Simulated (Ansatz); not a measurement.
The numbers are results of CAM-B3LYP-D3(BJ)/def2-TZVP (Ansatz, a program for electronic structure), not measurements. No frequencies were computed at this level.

Ansatz 0.2 input:
```yaml
crystal:
  periodic: [false, false, false]
  atoms:
    - { symbol: N, position_ang: [-1.571937, -0.505166, -0.189999] }
    - { symbol: Ga, position_ang: [-0.035053, 0.46554, -0.037149] }
    - { symbol: N, position_ang: [1.62732, -0.229399, 0.250119] }
    - { symbol: Br, position_ang: [-0.20513, 2.71768, -0.218167] }
    - { symbol: H, position_ang: [-2.475799, -0.0692, -0.043855] }
    - { symbol: H, position_ang: [-1.615852, -1.474483, 0.097207] }
    - { symbol: H, position_ang: [2.458186, 0.308736, 0.028102] }
    - { symbol: H, position_ang: [1.818264, -1.213704, 0.113742] }
basis:
  gaussian: { orbitals: def2-tzvp }
hamiltonian:
  xc: cam_b3lyp
  dispersion: d3bj
relax:
  max_steps: 150
```

Output:

```
Functional definition: CAM-B3LYP
1302 factors; their error is unknown
328 factors; integrals over basis functions are off by at most 2.0e-5 eV
mean field evaluation 1: about -125466.9470 eV, gradient 8.2e1 eV
mean field evaluation 2: about -125457.7078 eV, gradient 1.0e2 eV
mean field evaluation 4: about -125478.6229 eV, gradient 3.5e0 eV
mean field evaluation 8: about -125478.6324 eV, gradient 6.5e-2 eV
mean field evaluation 16: about -125479.0938 eV, gradient 2.8e-4 eV
mean field -125479.09377147 eV, -4611.2716433170 hartree, gradient 4.8e-5 eV, S^2 0.000000; 0 other end points of the search recorded, 0 dependent functions left out
reference -125479.09389348 eV, -4611.2716478009 hartree; 42, 42 occupied and 140, 140 virtual orbitals, 1302 factors
relax step   1: F+E_penalty+E_count = -125479.23515562 eV  Δ(F+E_penalty+E_count) = +0.000e0 eV  max|allowed force component| = 5.441e-1 eV/Å  Δτ_max = 0.0000 Å  (29 SCF iters, accepted)
these checks for a lower state are left out or cut short: starts, cluster_reference, orbital_swaps, neighbouring_geometries, increment
1302 factors; their error is unknown
328 factors; integrals over basis functions are off by at most 2.0e-5 eV
mean field -125479.11349096 eV, -4611.2723679950 hartree, gradient 1.2e-5 eV, S^2 0.000000; 0 other end points of the search recorded, 0 dependent functions left out
reference -125479.11361315 eV, -4611.2723724853 hartree; 42, 42 occupied and 140, 140 virtual orbitals, 1302 factors
relax step   2: F+E_penalty+E_count = -125479.25489651 eV  Δ(F+E_penalty+E_count) = -1.974e-2 eV  max|allowed force component| = 1.847e-1 eV/Å  Δτ_max = 0.0463 Å  (34 SCF iters, accepted)
these checks for a lower state are left out or cut short: starts, cluster_reference, orbital_swaps, neighbouring_geometries, increment
1302 factors; their error is unknown
328 factors; integrals over basis functions are off by at most 2.1e-5 eV
mean field evaluation 32: about -125479.1197 eV, gradient 1.1e-5 eV
mean field -125479.11974134 eV, -4611.2725976921 hartree, gradient 1.1e-5 eV, S^2 0.000000; 0 other end points of the search recorded, 0 dependent functions left out
reference -125479.11986345 eV, -4611.2726021796 hartree; 42, 42 occupied and 140, 140 virtual orbitals, 1302 factors
relax step   3: F+E_penalty+E_count = -125479.26143507 eV  Δ(F+E_penalty+E_count) = -6.539e-3 eV  max|allowed force component| = 5.093e-2 eV/Å  Δτ_max = 0.0221 Å  (36 SCF iters, accepted)
these checks for a lower state are left out or cut short: starts, cluster_reference, orbital_swaps, neighbouring_geometries, increment
1302 factors; their error is unknown
328 factors; integrals over basis functions are off by at most 2.1e-5 eV
mean field -125479.12180822 eV, -4611.2726736486 hartree, gradient 2.7e-5 eV, S^2 0.000000; 0 other end points of the search recorded, 0 dependent functions left out
reference -125479.12193034 eV, -4611.2726781363 hartree; 42, 42 occupied and 140, 140 virtual orbitals, 1302 factors
relax step   4: F+E_penalty+E_count = -125479.26343879 eV  Δ(F+E_penalty+E_count) = -2.004e-3 eV  max|allowed force component| = 2.965e-2 eV/Å  Δτ_max = 0.0212 Å  (33 SCF iters, accepted)
these checks for a lower state are left out or cut short: starts, cluster_reference, orbital_swaps, neighbouring_geometries, increment
1302 factors; their error is unknown
328 factors; integrals over basis functions are off by at most 2.1e-5 eV
mean field -125479.12353580 eV, -4611.2727371361 hartree, gradient 2.1e-5 eV, S^2 0.000000; 0 other end points of the search recorded, 0 dependent functions left out
reference -125479.12365766 eV, -4611.2727416143 hartree; 42, 42 occupied and 140, 140 virtual orbitals, 1302 factors
relax step   5: F+E_penalty+E_count = -125479.26498500 eV  Δ(F+E_penalty+E_count) = -1.546e-3 eV  max|allowed force component| = 3.920e-2 eV/Å  Δτ_max = 0.0512 Å  (33 SCF iters, accepted)
these checks for a lower state are left out or cut short: starts, cluster_reference, orbital_swaps, neighbouring_geometries, increment
1302 factors; their error is unknown
328 factors; integrals over basis functions are off by at most 2.1e-5 eV
mean field -125479.12401637 eV, -4611.2727547964 hartree, gradient 2.5e-5 eV, S^2 0.000000; 0 other end points of the search recorded, 0 dependent functions left out
reference -125479.12413809 eV, -4611.2727592696 hartree; 42, 42 occupied and 140, 140 virtual orbitals, 1302 factors
relax step   6: F+E_penalty+E_count = -125479.26554547 eV  Δ(F+E_penalty+E_count) = -5.605e-4 eV  max|allowed force component| = 2.785e-2 eV/Å  Δτ_max = 0.0289 Å  (33 SCF iters, accepted)
these checks for a lower state are left out or cut short: starts, cluster_reference, orbital_swaps, neighbouring_geometries, increment
1302 factors; their error is unknown
328 factors; integrals over basis functions are off by at most 2.1e-5 eV
mean field -125479.12410058 eV, -4611.2727578910 hartree, gradient 2.5e-5 eV, S^2 0.000000; 0 other end points of the search recorded, 0 dependent functions left out
reference -125479.12422225 eV, -4611.2727623626 hartree; 42, 42 occupied and 140, 140 virtual orbitals, 1302 factors
relax step   7: F+E_penalty+E_count = -125479.26560477 eV  Δ(F+E_penalty+E_count) = -5.929e-5 eV  max|allowed force component| = 1.325e-3 eV/Å  Δτ_max = 0.0064 Å  (34 SCF iters, accepted)
1302 factors; their error is unknown
328 factors; integrals over basis functions are off by at most 2.1e-5 eV
mean field evaluation 64: about -125479.1241 eV, gradient 1.1e-4 eV
mean field -125479.12410058 eV, -4611.2727578910 hartree, gradient 2.5e-5 eV, S^2 0.000000; 1 other end points of the search recorded, 0 dependent functions left out
reference -125479.12422225 eV, -4611.2727623626 hartree; 42, 42 occupied and 140, 140 virtual orbitals, 1302 factors
Total energy: -125479.26572644 eV, -4611.2779625457 hartree
Atom 0 at    -1.562430    -0.496745    -0.068058 Å, force     0.001233    -0.000852     0.000718 eV/Å
Atom 1 at    -0.034278     0.454557    -0.036203 Å, force     0.000017    -0.000374     0.000001 eV/Å
Atom 2 at     1.618097    -0.241330     0.127030 Å, force    -0.001031    -0.001191    -0.000579 eV/Å
Atom 3 at    -0.205758     2.728116    -0.217447 Å, force     0.000033    -0.000370     0.000046 eV/Å
Atom 4 at    -2.464885    -0.057499    -0.105466 Å, force     0.000340     0.001325     0.000084 eV/Å
Atom 5 at    -1.615491    -1.489954     0.071463 Å, force     0.000684     0.000084    -0.000753 eV/Å
Atom 6 at     2.444503     0.327841     0.083859 Å, force    -0.000570     0.001240    -0.000286 eV/Å
Atom 7 at     1.820240    -1.224982     0.144822 Å, force    -0.000707     0.000138     0.000769 eV/Å
Dipole moment:     0.043653    -0.578829     0.046000 e Å
```

Cost: roughly 100 core-seconds.
